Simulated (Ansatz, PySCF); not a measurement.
Gas-phase reaction (SMILES): CN[SiH3] + N (NH3) -> CN (CH5N) + N[SiH3]; bond separation energy.

Each molecule is optimised on its own at B3LYP-D3(BJ)/def2-TZVP (Ansatz, a program for electronic structure). Valence correlation only, unless marked. Spin-orbit coupling is left out. Non-relativistic. CBS marks a two-point X^-3 extrapolation of the correlation energy; Hartree-Fock from the larger set. The bracket is a focal-point correction in the basis named. Thermal terms are rigid-rotor harmonic-oscillator values from B3LYP-D3(BJ) frequencies (Ansatz or PySCF) at 298.15 K and 1 atm. 1 Eh = 627.5095 kcal/mol.

```tsv
species	E, RI-MP2/CBS(aug-cc-pV(T+d)Z,aug-cc-pV(Q+d)Z)+[CCSD(T)-MP2]/aug-cc-pV(T+d)Z (Ansatz) (Eh)	E, PBE-D3(BJ)/def2-TZVPD (Ansatz + dftd3) (Eh)	H - E (Eh)
CN[SiH3]	-386.04646	-386.33322	0.08528
CN (CH5N)	-95.75128	-95.76899	0.06816
N (NH3)	-56.50756	-56.51114	0.03799
N[SiH3]	-346.80157	-347.07383	0.05540
```

### Question
Work out ΔE and ΔH at 298.15 K at the first level, then ΔH at the second.

### Answer

1. ΔE = [(-95.75128) + (-346.80157)] - [(-386.04646) + (-56.50756)] = 0.00117 Eh = 0.7 kcal/mol at RI-MP2/CBS(aug-cc-pV(T+d)Z,aug-cc-pV(Q+d)Z)+[CCSD(T)-MP2]/aug-cc-pV(T+d)Z.
2. The terms H - E add up to 0.00029 Eh, so ΔH = (0.00117 + (0.00029))×627.5095 = 0.9 kcal/mol.
3. At PBE-D3(BJ)/def2-TZVPD the same steps give ΔE = 1.0 and ΔH = 1.1 kcal/mol, a shift of +0.2 from the first level.
4. These values are not checked against measurement here, since the tables used lack a sound gas-phase enthalpy of formation for at least one species.
